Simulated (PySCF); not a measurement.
H2O4P (SMILES [O]P(=O)(O)O), doublet, geometry from GFN2-xTB; R2SCAN/def2-SVP in PySCF.

Here is a job for PySCF.
```python
from pyscf import gto, scf, dft

mol = gto.M(
    atom='''
O    -0.96309460   -0.43245661   -1.11628816
P    -0.05435126   -0.02385139    0.02107239
O    -1.04196266    0.24594735    1.11709079
O     0.84714254    1.23543449   -0.36251161
O     1.01314101   -1.10351691    0.42460502
H     0.28274596    1.97638526   -0.57434383
H     1.69071259   -1.18188115   -0.24491012
''',
    basis='def2-svp',
    spin=1,
    verbose=4,
)

mf = dft.UKS(mol)
mf.xc = 'r2scan'
mf.diis_space = 4
mf.kernel()
```

**Question.** What does PySCF print? Leave out banner, timings and long lists.

**Answer.** 
```
PySCF version 2.14.0

[INPUT] verbose = 4
[INPUT] num. atoms = 7
[INPUT] num. electrons = 49
[INPUT] charge = 0
[INPUT] spin (= nelec alpha-beta = 2S) = 1
[INPUT] symmetry False subgroup None
[INPUT] Mole.unit = angstrom
[INPUT] Symbol           X                Y                Z      unit          X                Y                Z       unit  Magmom
[INPUT]  1 O     -0.963094600000  -0.432456610000  -1.116288160000 AA   -1.819985026048  -0.817224553658  -2.109478898495 Bohr   0.0
[INPUT]  2 P     -0.054351260000  -0.023851390000   0.021072390000 AA   -0.102708995925  -0.045072594790   0.039821045890 Bohr   0.0
[INPUT]  3 O     -1.041962660000   0.245947350000   1.117090790000 AA   -1.969024059423   0.464773132563   2.110995649374 Bohr   0.0
[INPUT]  4 O      0.847142540000   1.235434490000  -0.362511610000 AA    1.600867389068   2.334632830942  -0.685047659875 Bohr   0.0
[INPUT]  5 O      1.013141010000  -1.103516910000   0.424605020000 AA    1.914559034465  -2.085344733726   0.802387198915 Bohr   0.0
[INPUT]  6 H      0.282745960000   1.976385260000  -0.574343830000 AA    0.534312427227   3.734826858027  -1.085352540034 Bohr   0.0
[INPUT]  7 H      1.690712590000  -1.181881150000  -0.244910120000 AA    3.194983750454  -2.233431685286  -0.462813051934 Bohr   0.0

nuclear repulsion = 270.509245498179
number of shells = 38
number of NR pGTOs = 146
number of NR cGTOs = 84
basis = def2-svp
ecp = {}

******** <class 'pyscf.dft.uks.UKS'> ********
method = UKS
initial guess = minao
damping factor = 0
level_shift factor = 0
DIIS = <class 'pyscf.scf.diis.CDIIS'>
diis_start_cycle = 1
diis_space = 4
diis_damp = 0
SCF conv_tol = 1e-09
SCF conv_tol_grad = None
SCF max_cycles = 50
direct_scf = True
direct_scf_tol = 1e-13
number electrons alpha = 25  beta = 24
XC library pyscf.dft.libxc version 7.1.2
    S. Lehtola, C. Steigemann, M. J. T. Oliveira, and M. A. L. Marques,  SoftwareX 7, 1–5 (2018)
XC functionals = r2scan
    J. W. Furness, A. D. Kaplan, J. Ning, J. P. Perdew, and J. Sun,  J. Phys. Chem. Lett. 11, 8208–8215 (2020)
    J. W. Furness, A. D. Kaplan, J. Ning, J. P. Perdew, and J. Sun,  J. Phys. Chem. Lett. 11, 9248–9248 (2020)
    J. W. Furness, A. D. Kaplan, J. Ning, J. P. Perdew, and J. Sun,  J. Phys. Chem. Lett. 11, 8208–8215 (2020)
    J. W. Furness, A. D. Kaplan, J. Ning, J. P. Perdew, and J. Sun,  J. Phys. Chem. Lett. 11, 9248–9248 (2020)
radial grids:
    Treutler-Ahlrichs [JCP 102, 346 (1995); DOI:10.1063/1.469408] (M4) radial grids

becke partition: Becke, JCP 88, 2547 (1988); DOI:10.1063/1.454033
pruning grids: <function nwchem_prune>
grids dens level: 3
symmetrized grids: False
atomic radii adjust function: <function treutler_atomic_radii_adjust>
small_rho_cutoff = 0
Set gradient conv threshold to 3.16228e-05
tot grids = 95128
init E= -643.898755146498

cycle= 1 E= -642.723362916561  delta_E= 1.18  |g|= 0.794  |ddm|= 2.24
cycle= 2 E= -642.406063262736  delta_E= 0.317  |g|= 1.21  |ddm|= 1.55
cycle= 3 E= -642.946793022146  delta_E= -0.541  |g|= 0.187  |ddm|= 1.05
cycle= 4 E= -642.948306110627  delta_E= -0.00151  |g|= 0.177  |ddm|= 0.267
cycle= 5 E= -642.961346030011  delta_E= -0.013  |g|= 0.0496  |ddm|= 0.158
cycle= 6 E= -642.962266747656  delta_E= -0.000921  |g|= 0.0162  |ddm|= 0.0474
cycle= 7 E= -642.962379885699  delta_E= -0.000113  |g|= 0.00452  |ddm|= 0.0172
cycle= 8 E= -642.962387565319  delta_E= -7.68e-06  |g|= 0.00339  |ddm|= 0.00625
cycle= 9 E= -642.962388723194  delta_E= -1.16e-06  |g|= 0.00286  |ddm|= 0.00374
cycle= 10 E= -642.96239137092  delta_E= -2.65e-06  |g|= 0.00176  |ddm|= 0.00342
cycle= 11 E= -642.962393003304  delta_E= -1.63e-06  |g|= 0.000366  |ddm|= 0.00195
cycle= 12 E= -642.962393142339  delta_E= -1.39e-07  |g|= 0.000242  |ddm|= 0.000985
cycle= 13 E= -642.96239319405  delta_E= -5.17e-08  |g|= 0.000168  |ddm|= 0.000571
cycle= 14 E= -642.962393206587  delta_E= -1.25e-08  |g|= 0.000163  |ddm|= 0.000302
cycle= 15 E= -642.962393174915  delta_E= 3.17e-08  |g|= 0.000334  |ddm|= 0.000412
cycle= 16 E= -642.962393223902  delta_E= -4.9e-08  |g|= 4.78e-05  |ddm|= 0.000273
cycle= 17 E= -642.96239322784  delta_E= -3.94e-09  |g|= 3.47e-05  |ddm|= 0.000194
cycle= 18 E= -642.96239322844  delta_E= -6e-10  |g|= 2.75e-05  |ddm|= 5.2e-05
Extra cycle  E= -642.962393228351  delta_E= 8.95e-11  |g|= 4.97e-05  |ddm|= 9.28e-05
converged SCF energy = -642.962393228351  <S^2> = 0.75810677  2S+1 = 2.0080904
```
